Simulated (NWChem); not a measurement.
System: BeF2 cation, doublet; SMILES of the neutral closed-shell parent [F][Be][F]

The following NWChem deck was run.

```
start job
memory heap 200 mb stack 900 mb global 1100 mb
charge 1
geometry units angstroms noautosym nocenter noautoz
  Be     0.000000     0.000000     0.000000
  F      0.000000     0.000000     1.465403
  F      0.000000     0.000000    -1.465403
end
basis spherical
  * library def2-svp
end
dft
  odft
  mult 2
  xc xpbe96 cpbe96
  iterations 150
end
tddft
  cis
  nroots 6
end
task tddft energy
```

NWChem printed, in part:

```
             Northwest Computational Chemistry Package (NWChem) 7.3.0
             --------------------------------------------------------

                             Geometry "geometry" -> ""
                             -------------------------

 Output coordinates in angstroms (scale by  1.889725989 to convert to a.u.)

  No.       Tag          Charge          X              Y              Z
 ---- ---------------- ---------- -------------- -------------- --------------
    1 Be                   4.0000     0.00000000     0.00000000     0.00000000
    2 F                    9.0000     0.00000000     0.00000000     1.46540300
    3 F                    9.0000     0.00000000     0.00000000    -1.46540300

 Effective nuclear repulsion energy (a.u.)      40.6253027409

  pbe96 is a nonlocal functional; adding pw91lda local functional.

                                 NWChem DFT Module
                                 -----------------

 Summary of "ao basis" -> "ao basis" (spherical)
 ------------------------------------------------------------------------------
       Tag                 Description            Shells   Functions and Types
 ---------------- ------------------------------  ------  ---------------------
 Be                         def2-svp                 5        9   3s2p
 F                          def2-svp                 6       14   3s2p1d

            General Information
            -------------------
          SCF calculation type: DFT
          Wavefunction type:  spin polarized.
          No. of atoms     :     3
          No. of electrons :    21
           Alpha electrons :    11
            Beta electrons :    10
          Charge           :     1
          Spin multiplicity:     2
          Use of symmetry is: off; symmetry adaption is: off
          Maximum number of iterations: 150
          AO basis - number of functions:    37
                     number of shells:    17
          Convergence on energy requested:  1.00D-06
          Convergence on density requested:  1.00D-05
          Convergence on gradient requested:  5.00D-04

              XC Information
              --------------
          PerdewBurkeErnzerhof Exchange Functional  1.000
            Perdew 1991 LDA Correlation Functional  1.000 local
           PerdewBurkeErnz. Correlation Functional  1.000 non-local

             Grid Information
             ----------------
          Grid used for XC integration:  medium
          Radial quadrature: Mura-Knowles
          Angular quadrature: Lebedev.
          Tag              B.-S. Rad. Rad. Pts. Rad. Cut. Ang. Pts.
          ---              ---------- --------- --------- ---------
          Be                  1.05       49           7.0       434
          F                   0.50       49           7.0       434
          Grid pruning is: on
          Number of quadrature shells:   147
          Spatial weights used:  Erf1

      Superposition of Atomic Density Guess
      -------------------------------------

 Sum of atomic energies:        -213.13874960

 Renormalizing density from      22.00 to     21

      Non-variational initial energy
      ------------------------------

 Total energy =    -207.001956
 1-e energy   =    -360.141510
 2-e energy   =     112.514251
 HOMO         =      -1.143005
 LUMO         =      -0.382229

   convergence    iter        energy       DeltaE   RMS-Dens  Diis-err
 ---------------- ----- ----------------- --------- --------- ---------
 d= 0,ls=0.0,diis     1   -213.5014825278 -2.54D+02  2.54D-02  4.73D-01
                                                     2.69D-02  4.67D-01
 d= 0,ls=0.5,diis     2   -213.0466471690  4.55D-01  1.00D-02  1.89D+00
                                                     9.87D-03  1.66D+00
 d= 0,ls=0.5,diis     3   -213.5811164932 -5.34D-01  4.43D-03  2.20D-01
                                                     4.36D-03  1.96D-01
 d= 0,ls=0.5,diis     4   -213.6604100655 -7.93D-02  1.66D-03  1.93D-02
                                                     1.72D-03  1.82D-02
 d= 0,ls=0.5,diis     5   -213.6705401379 -1.01D-02  6.94D-04  2.66D-03
                                                     7.66D-04  2.80D-03
  Resetting Diis
 d= 0,ls=0.5,diis     6   -213.6723332565 -1.79D-03  3.21D-04  8.13D-04
                                                     3.78D-04  8.92D-04
 d= 0,ls=0.5,diis     7   -213.6728410846 -5.08D-04  3.44D-04  2.39D-04
                                                     3.80D-04  2.70D-04
 d= 0,ls=0.5,diis     8   -213.6729814123 -1.40D-04  1.34D-04  2.09D-04
                                                     1.39D-04  1.75D-04
 d= 0,ls=0.5,diis     9   -213.6730377141 -5.63D-05  7.38D-05  4.15D-05
                                                     6.85D-05  3.22D-05
 d= 0,ls=0.5,diis    10   -213.6730501031 -1.24D-05  2.72D-05  3.06D-06
                                                     2.49D-05  2.21D-06
 d= 0,ls=0.5,diis    11   -213.6730513106 -1.21D-06  1.02D-05  1.38D-07
                                                     9.90D-06  1.39D-07
 d= 0,ls=0.5,diis    12   -213.6730514513 -1.41D-07  4.27D-06  1.03D-08
                                                     4.66D-06  3.35D-08

         Total DFT energy =     -213.673051482675
      One electron energy =     -371.236526331115
           Coulomb energy =      140.119881420323
    Exchange-Corr. energy =      -23.181709312812
 Nuclear repulsion energy =       40.625302740929

 Numeric. integr. density =       20.999998223852

                    DFT Final Alpha Molecular Orbital Analysis
                    ------------------------------------------

 Vector    9  Occ=1.000000D+00  E=-7.479194D-01
              MO Center= -6.7D-10,  1.0D-08,  3.2D-03, r^2= 2.5D+00
   Bfn.  Coefficient  Atom+Function         Bfn.  Coefficient  Atom+Function
  ----- ------------  ---------------      ----- ------------  ---------------
    14      0.496037  2 F  py                28     -0.494961  3 F  py
    17     -0.314801  2 F  py                31      0.314159  3 F  py
    13     -0.037654  2 F  px                27      0.037572  3 F  px

 Vector   10  Occ=1.000000D+00  E=-7.187092D-01
              MO Center=  2.4D-09,  7.2D-12, -2.4D-03, r^2= 2.4D+00
   Bfn.  Coefficient  Atom+Function         Bfn.  Coefficient  Atom+Function
  ----- ------------  ---------------      ----- ------------  ---------------
    13      0.467067  2 F  px                27      0.467905  3 F  px
    16     -0.284686  2 F  px                30     -0.285234  3 F  px
     4      0.173626  1 Be px                14      0.035455  2 F  py
    28      0.035518  3 F  py

 Vector   11  Occ=1.000000D+00  E=-7.017181D-01
              MO Center=  8.7D-10, -1.0D-10,  2.4D-03, r^2= 2.5D+00
   Bfn.  Coefficient  Atom+Function         Bfn.  Coefficient  Atom+Function
  ----- ------------  ---------------      ----- ------------  ---------------
    13      0.488717  2 F  px                27     -0.487923  3 F  px
    16     -0.323059  2 F  px                30      0.322569  3 F  px
    14      0.037098  2 F  py                28     -0.037038  3 F  py

 Vector   12  Occ=0.000000D+00  E=-3.215731D-01
              MO Center=  2.6D-08, -2.7D-08, -2.2D-05, r^2= 2.9D+00
   Bfn.  Coefficient  Atom+Function         Bfn.  Coefficient  Atom+Function
  ----- ------------  ---------------      ----- ------------  ---------------
     2      0.851061  1 Be s                  3      0.474821  1 Be s
    12     -0.299281  2 F  s                 26     -0.299292  3 F  s
     1     -0.233868  1 Be s                 15     -0.188702  2 F  pz
    29      0.188706  3 F  pz                18      0.168402  2 F  pz
    32     -0.168403  3 F  pz                11     -0.138602  2 F  s

 Vector   13  Occ=0.000000D+00  E=-2.936209D-01
              MO Center= -8.1D-10,  1.0D-08, -2.2D-07, r^2= 2.1D+00
   Bfn.  Coefficient  Atom+Function         Bfn.  Coefficient  Atom+Function
  ----- ------------  ---------------      ----- ------------  ---------------
     5      0.834188  1 Be py                 8     -0.292229  1 Be py
    14     -0.205991  2 F  py                28     -0.205992  3 F  py
    17      0.153179  2 F  py                31      0.153171  3 F  py
     4     -0.063320  1 Be px

 Vector   14  Occ=0.000000D+00  E=-2.854329D-01
              MO Center= -1.1D-08, -8.0D-10,  4.3D-07, r^2= 2.1D+00
   Bfn.  Coefficient  Atom+Function         Bfn.  Coefficient  Atom+Function
  ----- ------------  ---------------      ----- ------------  ---------------
     4      0.831815  1 Be px                 7     -0.292738  1 Be px
    13     -0.215894  2 F  px                27     -0.215894  3 F  px
    16      0.167889  2 F  px                30      0.167880  3 F  px
     5      0.063140  1 Be py

[...]

                                NWChem TDDFT Module
                                -------------------

            General Information
            -------------------
           No. of orbitals :      74
            Alpha orbitals :      37
             Beta orbitals :      37
        Alpha frozen cores :       0
         Beta frozen cores :       0
     Alpha frozen virtuals :       0
      Beta frozen virtuals :       0
         Spin multiplicity :       2
    Number of AO functions :      37
        Use of symmetry is : off
      Symmetry adaption is : off
         Schwarz screening :  0.10D-07

              XC Information
              --------------
   PerdewBurkeErnzerhof Exchange Functional   1.00
     Perdew 1991 LDA Correlation Functional   1.00 local
    PerdewBurkeErnz. Correlation Functional   1.00 non-local

             TDDFT Information
             -----------------
          Calculation type : Tamm-Dancoff TDDFT
         Wavefunction type : Unrestricted
          No. of electrons :      21
           Alpha electrons :      11
            Beta electrons :      10
              No. of roots :       6
          Max subspacesize :    5200
            Max iterations :     100
               Target root :       1
           Target symmetry : none
      Symmetry restriction : off
                 Algorithm : Optimal
        Davidson threshold :  0.10D-03

    6 smallest eigenvalue differences (eV)
--------------------------------------------------------
  No. Spin  Occ  Vir  Irrep   E(Occ)    E(Vir)   E(Diff)
--------------------------------------------------------
    1    2   10   11 a        -0.687    -0.679     0.221
    2    2    9   11 a        -0.698    -0.679     0.536
    3    2    8   11 a        -0.705    -0.679     0.725
    4    2    7   11 a        -0.744    -0.679     1.768
    5    2    6   11 a        -0.751    -0.679     1.970
    6    2   10   12 a        -0.687    -0.320     9.973
--------------------------------------------------------

  Entering Davidson iterations
  Unrestricted

  Iter   NTrls   NConv    DeltaV     DeltaE      Time
  ----  ------  ------  ---------  ---------  ---------
    1      6       0     0.42E+00   0.10+100        0.4
    2     12       0     0.55E-01   0.12E+00        0.5
    3     18       2     0.56E-02   0.24E-02        0.5
    4     22       5     0.54E-03   0.18E-04        0.3
    5     23       6     0.83E-04   0.17E-06        0.2
  ----  ------  ------  ---------  ---------  ---------
  Convergence criterion met

  Ground state a        -213.673051482675 a.u.
  <S2> =   0.7541

  ----------------------------------------------------------------------------
  Root   1         a              0.004886027 a.u.                0.1330 eV
  <S2> =   0.7552
  ----------------------------------------------------------------------------
     Transition Moments    X -0.00000   Y  0.00000   Z -0.00000
     Dipole Oscillator Strength                    0.0000000000
     Electric Quadrupole                           0.0000000000
     Magnetic Dipole                               0.0000000435
     Total Oscillator Strength                     0.0000000435

     Occ.   10 beta  a   ---  Virt.   11 beta  a       -0.99965
  ----------------------------------------------------------------------------
  Root   2         a              0.023622554 a.u.                0.6428 eV
  <S2> =   0.7547
  ----------------------------------------------------------------------------
     Transition Moments    X  0.00000   Y -0.00000   Z -0.00000
     Dipole Oscillator Strength                    0.0000000000
     Electric Quadrupole                           0.0000000000
     Magnetic Dipole                               0.0000000000
     Total Oscillator Strength                     0.0000000000

     Occ.    8 beta  a   ---  Virt.   11 beta  a       -0.99962
  ----------------------------------------------------------------------------
  Root   3         a              0.062957416 a.u.                1.7132 eV
  <S2> =   0.7548
  ----------------------------------------------------------------------------
     Transition Moments    X  0.00001   Y -0.00012   Z -0.00000
     Dipole Oscillator Strength                    0.0000000007
     Electric Quadrupole                           0.0000000003
     Magnetic Dipole                               0.0000006290
     Total Oscillator Strength                     0.0000006300

     Occ.    7 beta  a   ---  Virt.   11 beta  a        0.99956
  ----------------------------------------------------------------------------
  Root   4         a              0.070608948 a.u.                1.9214 eV
  <S2> =   0.7552
  ----------------------------------------------------------------------------
     Transition Moments    X  0.00541   Y -0.07133   Z -0.00000
     Dipole Oscillator Strength                    0.0002409113
     Electric Quadrupole                           0.0000000000
     Magnetic Dipole                               0.0000000000
     Total Oscillator Strength                     0.0002409113

     Occ.    6 beta  a   ---  Virt.   11 beta  a        0.99955
  ----------------------------------------------------------------------------
  Root   5         a              0.161574191 a.u.                4.3967 eV
  <S2> =   0.7515
  ----------------------------------------------------------------------------
     Transition Moments    X -0.00000   Y -0.00000   Z  1.84072
     Dipole Oscillator Strength                    0.3649708867
     Electric Quadrupole                           0.0000000000
     Magnetic Dipole                               0.0000000000
     Total Oscillator Strength                     0.3649708867

     Occ.    6 alpha a   ---  Virt.   12 alpha a       -0.11747
     Occ.    6 alpha a   ---  Virt.   16 alpha a       -0.05002
     Occ.    8 alpha a   ---  Virt.   19 alpha a        0.05234
     Occ.    9 alpha a   ---  Virt.   13 alpha a       -0.19435
     Occ.   11 alpha a   ---  Virt.   14 alpha a       -0.18778
     Occ.    6 beta  a   ---  Virt.   12 beta  a       -0.11719
     Occ.    9 beta  a   ---  Virt.   11 beta  a       -0.91919
     Occ.   10 beta  a   ---  Virt.   14 beta  a       -0.18795
  ----------------------------------------------------------------------------
  Root   6         a              0.363727189 a.u.                9.8975 eV
  <S2> =   2.3461
  ----------------------------------------------------------------------------
     Transition Moments    X  0.00023   Y  0.00002   Z -0.00000
     Dipole Oscillator Strength                    0.0000000133
     Electric Quadrupole                           0.0000000203
     Magnetic Dipole                               0.0000001787
     Total Oscillator Strength                     0.0000002123

     Occ.   11 alpha a   ---  Virt.   12 alpha a       -0.31082
     Occ.   10 beta  a   ---  Virt.   12 beta  a        0.94914

              Target root =      1
          Target symmetry = none
      Ground state energy =   -213.673051482675
        Excitation energy =      0.004886026895
     Excited state energy =   -213.668165455780

  stored tddft:energy   -213.66816545577987
```

Level: PBE/def2-SVP, spin-unrestricted, TDA. The state is orbitally degenerate and is run as one real component. The geometry was optimised at B3LYP/6-31G* (spherical d), spin-unrestricted. The spin multiplicity was typed, not searched, and may not be the lowest. No stability test was run on the SCF state.
